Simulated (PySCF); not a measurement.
PySCF 2.14 output of an unrestricted MN15 calculation on a single atom or ion in aug-cc-pV5Z-PP with ECP28MDF (8s8p7d5f4g3h2i, 197 functions), with a scalar-relativistic core potential:

```
SCF conv_tol = 1e-09
number electrons alpha = 10  beta = 6
    H. S. Yu, X. He, S. L. Li, and D. G. Truhlar.,  Chem. Sci. 7, 5032-5051 (2016)
    H. S. Yu, X. He, S. L. Li, and D. G. Truhlar.,  Chem. Sci. 7, 5032-5051 (2016)
cycle= 1 E= -80.2906667228652  delta_E= -0.0157  |g|= 0.146  |ddm|= 2.94
cycle= 2 E= -80.1683306331426  delta_E= 0.122  |g|= 0.393  |ddm|= 1.44
cycle= 3 E= -80.2453188837518  delta_E= -0.077  |g|= 0.291  |ddm|= 1.49
cycle= 4 E= -80.2949141760404  delta_E= -0.0496  |g|= 0.135  |ddm|= 0.35
cycle= 5 E= -80.3096780759471  delta_E= -0.0148  |g|= 0.0358  |ddm|= 0.327
cycle= 6 E= -80.3111736452296  delta_E= -0.0015  |g|= 0.0198  |ddm|= 0.14
cycle= 7 E= -80.3121141812699  delta_E= -0.000941  |g|= 0.00727  |ddm|= 0.209
cycle= 8 E= -80.3122165690861  delta_E= -0.000102  |g|= 0.00272  |ddm|= 0.0668
cycle= 9 E= -80.3122943717764  delta_E= -7.78e-05  |g|= 0.00181  |ddm|= 0.0815
cycle= 10 E= -80.3123368162971  delta_E= -4.24e-05  |g|= 0.000973  |ddm|= 0.0841
cycle= 11 E= -80.3123453257204  delta_E= -8.51e-06  |g|= 0.00055  |ddm|= 0.049
cycle= 12 E= -80.3123459756806  delta_E= -6.5e-07  |g|= 0.000156  |ddm|= 0.00463
cycle= 13 E= -80.312346205551  delta_E= -2.3e-07  |g|= 9.03e-05  |ddm|= 0.00917
cycle= 14 E= -80.3123462505968  delta_E= -4.5e-08  |g|= 2.92e-05  |ddm|= 0.00173
cycle= 15 E= -80.3123462605232  delta_E= -9.93e-09  |g|= 1.02e-05  |ddm|= 0.0018
cycle= 16 E= -80.3123462612342  delta_E= -7.11e-10  |g|= 2.87e-06  |ddm|= 0.000244
converged SCF energy = -80.3123462612342  <S^2> = 6.0708115  2S+1 = 5.0282448
```

The run itself started from symmetry-adapted Hartree-Fock orbitals and held the occupation by maximum overlap, on a logarithmic radial grid, so the iterations belong to that start.

Problem. Which element, charge and spin multiplicity is this?

Solution. Tc⁻ (technetium, charge -1), multiplicity 5; the state was [Kr] 4d6 5s2, high-spin 5D determinant.

Energies and moments cover only the electrons outside the core potential. ⟨S²⟩ = 6.07 against 6.00 shows spin contamination. The outer electron is barely bound at this level, so radii and moments hang on the diffuse functions.
